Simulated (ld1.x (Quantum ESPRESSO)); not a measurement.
**Configuration tests for Zr (Z = 40) (PAW)**

* Element: zirconium
* Generator: ld1.x (Quantum ESPRESSO) 7.5
* Type: PAW
* Functional: BLYP
* Relativity: scalar-relativistic
* Frozen core: [Ar] 3d10
* Valence charge: 12
* Reference configuration: 4s2 4p6 4d2 5s2 5p0
* Partial waves: 4s (bound): rcut 1.55, rcutus 1.75 bohr; 5s (bound): rcut 1.55, rcutus 1.75 bohr; 4p (bound): rcut 1.80, rcutus 2.45 bohr; 5p (bound, empty): rcut 1.80, rcutus 2.45 bohr; 4d (bound): rcut 2.20, rcutus 2.65 bohr; 4d channel at 0.3 Ry: rcut 2.20, rcutus 2.65 bohr
* Local potential: all-electron potential smoothed inside 2.40 bohr (lloc = -1)
* Core correction: Bessel-smoothed model core inside 0.95 bohr
* Augmentation charge: GAUSS, radius 1.70 bohr

Energies are relative to the spin-unpolarised reference configuration 4s2 4p6 4d2 5s2 5p0; without spin polarisation the order of configurations can differ from experiment.

| valence configuration | charge | ΔE all-electron (eV) | error AE − PS (meV) |
| --- | --- | --- | --- |
| 4s2 4p6 4d2 5s1 5p0 | +1 | 7.061 | -0.7 |
| 4s2 4p6 4d2 5s0 5p0 | +2 | 20.107 | -1.6 |
| 4s2 4p6 4d2 5s0 5p2 | 0 | 6.307 | +22 |
| 4s2 4p5 4d2 5s2 5p0 | +1 | 37.772 | -11 |
| 4s2 4p6 4d2 5s0 5p1 | +1 | 10.817 | +13 |

Q: What are ΔE and the potential's error for 4s2 4p6 4d2 5s1 5p1?

A: ΔE = 3.058 eV all-electron; the error (AE − PS) is +3.2 meV.

Q: What are ΔE and the potential's error for 4s2 4p6 4d1 5s0 5p0?

A: ΔE = 42.671 eV all-electron; the error (AE − PS) is +12 meV.

Levels in the configuration 4s2 4p6 4d2 5s0 5p2:

```json
{"level": "4s", "all-electron (eV)": "-56.668", "pseudo (eV)": "-56.539"}
{"level": "4p", "all-electron (eV)": "-34.588", "pseudo (eV)": "-34.478"}
{"level": "4d", "all-electron (eV)": "-5.462", "pseudo (eV)": "-5.397"}
{"level": "5p", "all-electron (eV)": "-2.355", "pseudo (eV)": "-2.359"}
```
